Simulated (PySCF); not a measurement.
`C[NH][GeH2][O][SiH3]`. Theory: PySCF, PBE0-D3(BJ)/def2-SVP geometry optimisation, gas phase.

```
atom  x, y, z in Å
C1     1.7326   -0.3504    0.9143
N2     1.3032   -0.2390   -0.4594
Ge3    0.2475    1.0876   -1.0974
O4    -1.4595    0.8883   -0.5853
Si5   -2.2321   -0.3638    0.1708
H6     1.0557   -0.9489    1.5536
H7     2.7400   -0.7952    0.9845
H8     1.7982    0.6518    1.3670
H9     1.2955   -1.1163   -0.9678
H10    0.7084    2.4182   -0.4909
H11    0.2591    1.0185   -2.6297
H12   -3.6866   -0.0436    0.2462
H13   -2.0619   -1.6521   -0.5768
H14   -1.7115   -0.5740    1.5601
```

(1) Where is the centre of mass (commonest isotopes), and what is the radius of gyration?

(2) Work out the bond lengths C1–H7, C1–H8, N2–H9, Ge3–H11, O4–Si5 in bohr.

(3) What is the repulsion energy of the bare nuclei, Σ ZA·ZB/RAB?

(4) How far apart are these pairs, which share no bond: N2···Si5, N2···H8, Ge3···Si5, H7···H13, H8···H14, H11···H14?

(5) How far are the heavy atoms from their best plane (unweighted least squares)?

(6) Give the dihedral angles Ge3–O4–Si5–H12, H9–N2–Ge3–H10, Ge3–O4–Si5–H14, H7–C1–N2–Ge3.

(7) What are the angles H6–C1–H8, C1–N2–H9, N2–Ge3–H10, H10–Ge3–H11, Ge3–O4–Si5, O4–Si5–H12, O4–Si5–H14?

(8) Write the matrix of distances between heavy atoms (Å, lower triangle).

## Answers

(1) Mass 152.967 u; centre at (-0.183, 0.496, -0.524) Å; Rg = √(Σ m r²/M) = 1.681 Å. As Ia + Ib + Ic = 2 Σ m r², the three principal moments sum to 864.3 u·Å².

(2) For C1–H7 the difference vector is (1.0074, -0.4448, 0.0702) Å, of length 1.1035 Å. 1 bohr = 0.529177 Å. C1–H7 2.085; C1–H8 2.082; N2–H9 1.916; Ge3–H11 2.899; O4–Si5 3.126 bohr.

(3) 474.76 Eh over 91 pairs, with full nuclear charges and distances in bohr; the largest single term is 75.54 Eh (Ge3 with O4).

(4) N2···Si5 3.593 Å (3 bonds apart); N2···H8 2.091 Å (2 bonds apart); Ge3···Si5 3.141 Å (2 bonds apart); H7···H13 5.122 Å (6 bonds apart); H8···H14 3.723 Å (6 bonds apart); H11···H14 4.896 Å (4 bonds apart).

(5) 0.303 Å rms; C1 0.35, N2 0.49, Ge3 0.06, O4 0.25, Si5 0.17 Å (magnitudes).

(6) Ge3–O4–Si5–H12 -175° (antiperiplanar); H9–N2–Ge3–H10 -163° (antiperiplanar); Ge3–O4–Si5–H14 65° (synclinal); H7–C1–N2–Ge3 -147° (anticlinal). Dihedral signs follow IUPAC: positive where, seen along the central bond, the front bond turns clockwise onto the rear one.

(7) From the scalar product of the two bond vectors; for H6–C1–H8 it is -0.3548 Å² over 1.1068 × 1.1017 Å², cos θ = -0.2910. H6–C1–H8 106.9°; C1–N2–H9 114.4°; N2–Ge3–H10 108.7°; H10–Ge3–H11 115.6°; Ge3–O4–Si5 131.2°; O4–Si5–H12 108.4°; O4–Si5–H14 111.6°.

(8) 
```
C1    0.000
N2    1.444  0.000
Ge3   2.884  1.811  0.000
O4    3.738  2.986  1.793  0.000
Si5   4.034  3.593  3.141  1.654  0.000
```

No frequency check. The numbers are those of one conformer.
